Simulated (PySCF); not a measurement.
A calculated (UHF, PySCF 2.14, x2c-QZVPPall with one added diffuse shell each of s, p, d, f, g type, scalar relativity by spin-free X2C-1e) atom or ion has these occupied shells.

```tsv
shell	electrons	orbital energy (eV)	rms radius, mean of both spins (bohr)
1s β	1	-6594.1	0.0703
1s α	1	-6594.0	0.0703
2s α	1	-799.47	0.302
2s β	1	-796.93	0.302
2p α	3	-673.24	0.273
2p β	3	-670.69	0.273
3s α	1	-104.40	0.923
3s β	1	-96.242	0.923
3p α	3	-67.978	1.00
3p β	3	-58.066	1.00
3d α	5	-11.138	2.24
3d β	2	-2.834	2.24
```

Task: Name the element and its charge.

Result: Mn (manganese, neutral), in [Ar] 3d7, high-spin 4F determinant (an excited configuration).
